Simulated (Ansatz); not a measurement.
Nudged elastic band run: ClFGaH

The input (input.yaml):

```yaml
crystal:
  periodic: [false, false, false]
  atoms:
    - { symbol: Ga, position_ang: [-1.036899, -1.284962, -0.663781] }
    - { symbol: F, position_ang: [-0.046167, 0.150102, -1.246841] }
    - { symbol: H, position_ang: [0.51917, 0.648515, 0.302484] }
    - { symbol: Cl, position_ang: [0.563797, 0.486345, 1.608238] }
magnetization:
  spin_polarized: true
basis:
  gaussian: { orbitals: def2-SVP }
hamiltonian:
  xc: b3lyp
  dispersion: d4
neb:
  order_check: false
  images: 7
  f_tol: 0.03
  max_iterations: 60
  max_displacement: 0.5
  optimiser: fire
  final_atoms:
    - { symbol: Ga, position_ang: [-0.94864388, -1.27549808, -0.02011867] }
    - { symbol: F, position_ang: [0.24355746, 0.53671905, -1.22455764] }
    - { symbol: H, position_ang: [0.50984987, 0.74452929, -0.33314075] }
    - { symbol: Cl, position_ang: [0.19513755, -0.00575026, 1.57791706] }
  initial_path:
    images:
      - { positions_ang: [[-1.036899, -1.284962, -0.663781], [-0.046167, 0.150102, -1.246841], [0.51917, 0.648515, 0.302484], [0.563797, 0.486345, 1.608238]] }
      - { positions_ang: [[-0.9950521, -1.24869554, -0.54776876], [0.00654508, 0.22019715, -1.23412391], [0.47663425, 0.60232562, 0.22574977], [0.51177377, 0.42617277, 1.5562429]] }
      - { positions_ang: [[-0.95320519, -1.21242908, -0.43175653], [0.05925715, 0.2902923, -1.22140682], [0.4340985, 0.55613624, 0.14901554], [0.45975055, 0.36600054, 1.50424781]] }
      - { positions_ang: [[-0.91135829, -1.17616262, -0.31574429], [0.11196923, 0.36038745, -1.20868973], [0.39156274, 0.50994687, 0.07228131], [0.40772732, 0.30582831, 1.45225271]] }
      - { positions_ang: [[-0.86951139, -1.13989616, -0.19973205], [0.16468131, 0.4304826, -1.19597264], [0.34902699, 0.46375749, -0.00445292], [0.35570409, 0.24565607, 1.40025761]] }
      - { positions_ang: [[-0.88929451, -1.17379664, -0.15482871], [0.18440035, 0.45704171, -1.20311889], [0.38923271, 0.53395044, -0.08662488], [0.31556246, 0.18280449, 1.44467248]] }
      - { positions_ang: [[-0.90907764, -1.20769712, -0.10992536], [0.20411938, 0.48360082, -1.21026514], [0.42943843, 0.60414339, -0.16879684], [0.27542082, 0.11995291, 1.48908734]] }
      - { positions_ang: [[-0.92886076, -1.2415976, -0.06502202], [0.22383842, 0.51015994, -1.21741139], [0.46964415, 0.67433634, -0.2509688], [0.23527919, 0.05710132, 1.5335022]] }
      - { positions_ang: [[-0.94864388, -1.27549808, -0.02011867], [0.24355746, 0.53671905, -1.22455764], [0.50984987, 0.74452929, -0.33314075], [0.19513755, -0.00575026, 1.57791706]] }
```

Run as:

```bash
$ ansatz run input.yaml --threads 2 --pin off --max-ram 3072MiB --backend cpu --events-out ev --progress --plain --runs-dir out
```

Output, in part (warnings, iteration lines, the closing report on the highest movable image, with atoms numbered from 0):

```
NEB end point (image 0): max|allowed force component| = 1.312e-2 eV/Å (the criterion of neb.relax_end_points is 1.000e-2)
NEB end point (image 8): max|allowed force component| = 1.835e-2 eV/Å (the criterion of neb.relax_end_points is 1.000e-2)
NEB iter   1: max|band force component| = 1.963e0 eV/Å  barrier→ = 0.3911 eV  barrier← = 0.6008 eV  Δτ_max = 0.0323 Å  (250 SCF iters)
NEB iter   2: max|band force component| = 1.249e0 eV/Å  barrier→ = 0.2511 eV  barrier← = 0.4608 eV  Δτ_max = 0.0577 Å  (195 SCF iters)
NEB iter   3: max|band force component| = 1.526e0 eV/Å  barrier→ = 0.1321 eV  barrier← = 0.3417 eV  Δτ_max = 0.0230 Å  (195 SCF iters)
NEB iter   4: max|band force component| = 6.415e-1 eV/Å  barrier→ = 0.1240 eV  barrier← = 0.3336 eV  Δτ_max = 0.0116 Å  (189 SCF iters)
NEB iter   5: max|band force component| = 5.397e-1 eV/Å  barrier→ = 0.1181 eV  barrier← = 0.3278 eV  Δτ_max = 0.0096 Å  (184 SCF iters)
NEB iter   6: max|band force component| = 4.510e-1 eV/Å  barrier→ = 0.1139 eV  barrier← = 0.3236 eV  CI = image 3  Δτ_max = 0.0175 Å  (178 SCF iters)
NEB iter   7: max|band force component| = 2.994e-1 eV/Å  barrier→ = 0.1078 eV  barrier← = 0.3174 eV  CI = image 3  Δτ_max = 0.0222 Å  (187 SCF iters)
NEB iter   8: max|band force component| = 1.779e-1 eV/Å  barrier→ = 0.1030 eV  barrier← = 0.3126 eV  CI = image 3  Δτ_max = 0.0245 Å  (191 SCF iters)
NEB iter   9: max|band force component| = 1.743e-1 eV/Å  barrier→ = 0.1021 eV  barrier← = 0.3117 eV  CI = image 3  Δτ_max = 0.0006 Å  (193 SCF iters)
NEB iter  10: max|band force component| = 1.655e-1 eV/Å  barrier→ = 0.1021 eV  barrier← = 0.3118 eV  CI = image 3  Δτ_max = 0.0012 Å  (152 SCF iters)
NEB iter  11: max|band force component| = 1.483e-1 eV/Å  barrier→ = 0.1022 eV  barrier← = 0.3118 eV  CI = image 3  Δτ_max = 0.0018 Å  (156 SCF iters)
NEB iter  12: max|band force component| = 1.236e-1 eV/Å  barrier→ = 0.1022 eV  barrier← = 0.3119 eV  CI = image 3  Δτ_max = 0.0022 Å  (161 SCF iters)
NEB iter  13: max|band force component| = 9.276e-2 eV/Å  barrier→ = 0.1023 eV  barrier← = 0.3120 eV  CI = image 3  Δτ_max = 0.0025 Å  (165 SCF iters)
NEB iter  14: max|band force component| = 6.575e-2 eV/Å  barrier→ = 0.1025 eV  barrier← = 0.3121 eV  CI = image 3  Δτ_max = 0.0026 Å  (166 SCF iters)
NEB iter  15: max|band force component| = 5.170e-2 eV/Å  barrier→ = 0.1026 eV  barrier← = 0.3123 eV  CI = image 3  Δτ_max = 0.0030 Å  (167 SCF iters)
NEB iter  16: max|band force component| = 4.140e-2 eV/Å  barrier→ = 0.1029 eV  barrier← = 0.3125 eV  CI = image 3  Δτ_max = 0.0002 Å  (171 SCF iters)
NEB iter  17: max|band force component| = 4.061e-2 eV/Å  barrier→ = 0.1029 eV  barrier← = 0.3125 eV  CI = image 3  Δτ_max = 0.0004 Å  (149 SCF iters)
NEB iter  18: max|band force component| = 3.898e-2 eV/Å  barrier→ = 0.1029 eV  barrier← = 0.3125 eV  CI = image 3  Δτ_max = 0.0006 Å  (152 SCF iters)
NEB iter  19: max|band force component| = 3.690e-2 eV/Å  barrier→ = 0.1029 eV  barrier← = 0.3126 eV  CI = image 3  Δτ_max = 0.0008 Å  (156 SCF iters)
NEB iter  20: max|band force component| = 3.648e-2 eV/Å  barrier→ = 0.1030 eV  barrier← = 0.3126 eV  CI = image 3  Δτ_max = 0.0010 Å  (157 SCF iters)
NEB iter  21: max|band force component| = 3.536e-2 eV/Å  barrier→ = 0.1030 eV  barrier← = 0.3127 eV  CI = image 3  Δτ_max = 0.0012 Å  (158 SCF iters)
NEB iter  22: max|band force component| = 3.319e-2 eV/Å  barrier→ = 0.1031 eV  barrier← = 0.3128 eV  CI = image 3  Δτ_max = 0.0016 Å  (157 SCF iters)
NEB iter  23: max|band force component| = 2.927e-2 eV/Å  barrier→ = 0.1032 eV  barrier← = 0.3128 eV  CI = image 3  Δτ_max = 0.0000 Å  (356 SCF iters)
Total energy: -67624.64405387 eV, -2485.1598313496 hartree
Atom 0 at    -0.931648    -1.194975    -0.359487 Å, force    -0.002193    -0.006403     0.022010 eV/Å
Atom 1 at     0.089157     0.315042    -1.146006 Å, force     0.014108     0.018495    -0.003482 eV/Å
Atom 2 at     0.431539     0.577169     0.025381 Å, force    -0.002961    -0.000044    -0.013564 eV/Å
Atom 3 at     0.410852     0.302763     1.480212 Å, force    -0.008954    -0.012048    -0.004964 eV/Å
Dipole moment:    -0.266044    -0.325596    -0.195781 e Å
```

The run converged. Another band between the same ends (7 images) ends at a top of the same energy, where a vibrational analysis finds 1 clearly imaginary mode. The orbitals were unrestricted but ended closed-shell.

Final band (atoms are numbered from 1 in the order of the input):

| image | path coordinate (Å) | energy (eV) | Ga1–F2 (Å) | H3–Cl4 (Å) | Ga1–Cl4 (Å) |
| --- | --- | --- | --- | --- | --- |
| 0 | 0.00 | 0.000 | 1.84 | 1.32 | 3.30 |
| 1 | 0.20 | 0.014 | 1.86 | 1.33 | 3.05 |
| 2 | 0.40 | 0.063 | 1.91 | 1.38 | 2.85 |
| 3 | 0.59 | 0.103 | 1.99 | 1.48 | 2.73 |
| 4 | 0.75 | 0.049 | 2.07 | 1.61 | 2.64 |
| 5 | 0.90 | -0.054 | 2.16 | 1.72 | 2.54 |
| 6 | 1.04 | -0.143 | 2.25 | 1.83 | 2.45 |
| 7 | 1.19 | -0.196 | 2.36 | 1.95 | 2.38 |
| 8 | 1.33 | -0.210 | 2.48 | 2.08 | 2.34 |

Time of the run: 5.2 min on 2 threads of Intel(R) Xeon(R) Platinum 8259CL CPU @ 2.50GHz (Skylake/Cascade Lake), with other jobs on the host, peak memory 0.21 GiB.
